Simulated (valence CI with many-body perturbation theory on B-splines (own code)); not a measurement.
From CI to CI+MBPT in Fe¹²⁺

Computed by valence CI with perturbative core correlation (CI+MBPT): four valence electrons over a frozen Dirac-Fock core [Ne], radial functions for each j: 11 s, 11 p, 9 d, 7 f, 5 g, 2 h, 1 i, with the one-electron correlation potential Σ1, the two-electron term Σ2, the three-electron term Σ3, Breit, model QED; selected CI, second order for the rest, scaled by the run's own slope (own B-spline code, finite nucleus).

No measured levels were compared; by estimate levels of excited configurations hold to 0.05 to 0.15 % of their energy, terms of the ground configuration to about 0.5 %.

Each rung adds one term. CI alone is the Dirac-Coulomb CI over the frozen core; QED comes last and gives the full result, which names the levels. Energies are above 3s2.3p2 3P_0 on the same rung, in eV.

Names give the largest LS component (configuration and term), which can be under half, so a name can repeat, a term be missing and a line seem to break the LS rules; names also repeat where a configuration has a term twice.

```
          Level  CI alone       Σ1       Σ2       Σ3    Breit      QED    Full
   3s2.3p2 3P_1     1.173  +0.0086  +0.0056  +0.0014  -0.0390  +0.0037   1.153
   3s2.3p2 3P_2     2.349  +0.0138  +0.0048  +0.0003  -0.0703  +0.0057   2.304
   3s2.3p2 1D_2     6.060  +0.0208  -0.0210  -0.0098  -0.0839  +0.0071   5.973
   3s2.3p2 1S_0    11.507  +0.0237  -0.0593  -0.0305  -0.0762  +0.0057  11.371
   3s.3p3 5S°_2    26.552  -0.0684  +0.1728  +0.0349  -0.0365  -0.0652  26.589
   3s.3p3 3D°_1    35.685  -0.0616  +0.0571  +0.0236  -0.0353  -0.0592  35.609
   3s.3p3 3D°_2    35.708  -0.0611  +0.0562  +0.0235  -0.0391  -0.0593  35.628
   3s.3p3 3D°_3    36.082  -0.0574  +0.0599  +0.0244  -0.0700  -0.0580  35.981
   3s.3p3 3P°_0    40.958  -0.0539  -0.0118  +0.0053  -0.0453  -0.0588  40.793
   3s.3p3 3P°_1    41.058  -0.0528  -0.0118  +0.0060  -0.0583  -0.0580  40.883
   3s.3p3 3P°_2    41.139  -0.0520  -0.0091  +0.0077  -0.0669  -0.0564  40.962
   3s.3p3 1D°_2    45.183  -0.0511  -0.0765  +0.0210  -0.1028  -0.0376  44.936
   3s.3p3 3S°_1    52.296  -0.0540  -0.5680  -0.0126  -0.0269  -0.0688  51.565
3s2.3p.3d 3F°_2    53.598  -0.0610  -0.0850  -0.0307  -0.1098  +0.0004  53.312
3s2.3p.3d 3F°_3    54.464  -0.0530  -0.0819  -0.0308  -0.1471  +0.0031  54.154
   3s.3p3 1P°_1    55.008  -0.0382  -0.4442  -0.0195  -0.0837  -0.0577  54.365
3s2.3p.3d 3F°_4    55.741  -0.0417  -0.0772  -0.0301  -0.1951  +0.0066  55.404
3s2.3p.3d 3P°_2    61.007  -0.0542  -0.4530  -0.0657  -0.1032  -0.0153  60.315
3s2.3p.3d 3P°_1    62.027  -0.0549  -0.4153  -0.0707  -0.1141  -0.0052  61.367
3s2.3p.3d 1D°_2    62.624  -0.0462  -0.4854  -0.0635  -0.1408  -0.0148  61.874
3s2.3p.3d 3P°_0    62.799  -0.0478  -0.3665  -0.0671  -0.1381  -0.0015  62.179
3s2.3p.3d 3D°_1    63.522  -0.0519  -0.4513  -0.0715  -0.1412  -0.0031  62.804
3s2.3p.3d 3D°_3    63.914  -0.0481  -0.4894  -0.0739  -0.1667  -0.0026  63.133
3s2.3p.3d 3D°_2    63.894  -0.0486  -0.4679  -0.0722  -0.1580  -0.0028  63.144
3s2.3p.3d 1F°_3    69.861  -0.0435  -0.4634  -0.1182  -0.1685  +0.0042  69.072
3s2.3p.3d 1P°_1    71.573  -0.0390  -0.4435  -0.1335  -0.1481  -0.0034  70.805
       3p4 3P_2    75.002  -0.1335  -0.0670  +0.0412  -0.0350  -0.1126  74.695
       3p4 3P_1    76.601  -0.1233  -0.0512  +0.0403  -0.0822  -0.1067  76.278
       3p4 3P_0    76.959  -0.1223  -0.0572  +0.0392  -0.0821  -0.1071  76.630
       3p4 1D_2    78.024  -0.1211  -0.0457  +0.0448  -0.0810  -0.1102  77.711
 3s.3p2.3d 5F_1    78.797  -0.1418  +0.0696  +0.0047  -0.0737  -0.0688  78.587
```

The middle columns are the shifts that each term adds.

**Question.** How does the ionisation energy move along the ladder, and which term matters most?

**Answer.** CI alone 359.48, + Σ1 360.12, + Σ2 359.97, + Σ3 359.86, + Breit 359.73, + QED 359.74 eV. The largest step is Σ1, 0.64 eV. NIST lists 361 ± 0.7 eV (semi-empirical).
